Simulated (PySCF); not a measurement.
# Tin: a sound run and one with changed settings

Sound run: Sn [Kr] 4d10 5s2 5p2, Sn+ [Kr] 4d10 5s2 5p1. Calculation: PySCF 2.14, in def2-SVP with the def2 core potential (28 electrons); a scalar-relativistic core potential. In the sound run the correlated levels freeze 4s2 4p6 4d10 outside the core potential. The sound run starts from symmetry-adapted Hartree-Fock orbitals and uses a fine grid where one is needed.

Changed run: all electrons correlated in a basis built for the valence shell.

```tsv
species	method	sound run (hartree)	changed run (hartree)	converged
Sn	MP2	-213.37040	-213.40900	yes
Sn+	MP2	-213.11102	-213.14726	yes
```

Ionisation energy of Sn:

| method | sound run (eV) | changed run (eV) |
| --- | --- | --- |
| UHF | 6.853 | 6.853 |
| MP2 | 7.058 | 7.122 |
| SCS-MP2 | 7.005 | 7.043 |

A valence basis has no tight correlating functions, so it recovers only part of the core correlation, and not evenly between atom and ion.

For comparison, NIST gives 7.344 eV between the lowest levels.
